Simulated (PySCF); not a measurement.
**Hg: excitation energy**

Hg [Xe] 4f14 5d10 6s2 (1S) → Hg [Xe] 4f14 5d10 6s1 7s1 (3S), as a difference of total energies. All numbers are calculated (PySCF 2.14, scalar relativity through the core potential, in aug-cc-pVDZ-PP with ECP60MDF (5s5p4d2f, 54 functions)). Correlated levels: valence: 5s2 5p6 frozen. The calculations carry no spin-orbit coupling.

```json
{"method": "UHF", "excitation energy (eV)": "6.099"}
{"method": "LDA", "excitation energy (eV)": "8.088"}
{"method": "PBE", "excitation energy (eV)": "7.663"}
{"method": "PBE0", "excitation energy (eV)": "7.419"}
{"method": "r2SCAN", "excitation energy (eV)": "7.683"}
{"method": "CAM-B3LYP", "excitation energy (eV)": "7.665"}
{"method": "r2SCAN0", "excitation energy (eV)": "7.511"}
{"method": "wB97M-V", "excitation energy (eV)": "7.407"}
{"method": "TPSSh", "excitation energy (eV)": "7.485"}
{"method": "MP2 (valence)", "excitation energy (eV)": "7.739"}
{"method": "SCS-MP2 (valence)", "excitation energy (eV)": "7.737"}
```

**Question.** How much does correlation contribute at MP2 (valence)?

**Answer.** 7.739 − (6.099) = 1.640 eV, measured against UHF.

Errors of the correlated levels include the incompleteness of this basis and the frozen core.

For comparison: 7.730 eV (measured; NIST levels).
